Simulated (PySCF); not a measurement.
**Removing an electron from (AgCl)2 ring**

(AgCl)2 ring, Ag2Cl2 (singlet state).
Geometry (PBE0-D3(BJ)/def2-SVP, Å), atoms numbered from 1 in this order:
```
atom  x, y, z in Å
Ag1   -1.3318    0.0966   -0.5445
Cl2   -0.7450    0.3028    1.8840
Ag3    1.3317   -0.0966    0.5446
Cl4    0.7451   -0.3028   -1.8841
```

Level: PBE0/def2-SVPD (PySCF). Frontier orbitals with their largest atomic shares (Löwdin; up to four atoms above 4 %):

```json
{"orbital": "HOMO−3", "ε (eV)": "-8.45", "main atoms": "Cl2 42 %, Cl4 42 %, Ag3 8 %, Ag1 8 %"}
{"orbital": "HOMO−2", "ε (eV)": "-8.13", "main atoms": "Cl4 25 %, Cl2 25 %, Ag3 25 %, Ag1 25 %"}
{"orbital": "HOMO−1", "ε (eV)": "-8.06", "main atoms": "Cl4 41 %, Cl2 41 %, Ag3 9 %, Ag1 9 %"}
{"orbital": "HOMO", "ε (eV)": "-7.52", "main atoms": "?"}
{"orbital": "LUMO", "ε (eV)": "-2.60", "main atoms": "Ag1 38 %, Ag3 38 %, Cl2 12 %, Cl4 12 %"}
{"orbital": "LUMO+1", "ε (eV)": "-2.06", "main atoms": "Ag3 36 %, Ag1 36 %, Cl2 14 %, Cl4 14 %"}
{"orbital": "LUMO+2", "ε (eV)": "-0.09", "main atoms": "Ag1 40 %, Ag3 40 %, Cl2 10 %, Cl4 10 %"}
```

Task: What vertical ionisation energy does ΔSCF give, and how far is −ε(HOMO) from it?

Result: ΔSCF: 9.48 eV (915 kJ/mol; threshold wavelength 131 nm); ⟨S²⟩ of the doublet left behind is 0.760, against 0.75 for a pure doublet. −ε(HOMO) is 7.52 eV, 1.96 eV below it. In exact Kohn–Sham theory the two would be equal; PBE0 (global hybrid, 25 % exact exchange) falls short of its own ΔSCF value by 21 %.

Task: On which atoms does the HOMO lie?

Result: Cl4 (chlorine bonded to 2 Ag) 30 %, Cl2 (chlorine bonded to 2 Ag) 30 %, Ag3 (silver bonded to 2 Cl) 20 %, Ag1 (silver bonded to 2 Cl) 20 %, so no atom holds as much as 40 %. The HOMO−1 lies 0.54 eV lower.

Task: And the vertical electron affinity, the fundamental gap, Mulliken's electronegativity and the hardness (with the factor ½)?

Result: EA = 1.16 eV by ΔSCF (−ε(LUMO) = 2.60 eV). IE − EA = 8.32 eV against an orbital gap of 4.92 eV; (IE + EA)/2 = 5.32 eV; (IE − EA)/2 = 4.16 eV. Parr's electrophilicity index (IE + EA)²/[8(IE − EA)] is 1.70 eV.

Task: The lowest singlet excitation (vertical TDDFT, same level) lies at 3.84 eV. How far is it below IE − EA?

Result: IE − EA = 8.32 eV, so by 4.48 eV.

Task: What kinetic energy would electrons from this vertical process carry with Lyman-α light (10.199 eV)?

Result: 10.20 − 9.48 = 0.72 eV.

Task: What total energies stand behind the ΔSCF value?

Result: E(N) = -1213.84929 Eh and E(N − 1) = -1213.50074 Eh at the same geometry, 0.34855 Eh apart. With one more electron, E(N + 1) = -1213.89180 Eh.

Geometry: PBE0-D3(BJ)/def2-SVP; no solvent, vibrations or thermal averaging. Atoms past krypton carry effective core potentials; spin–orbit coupling is left out.
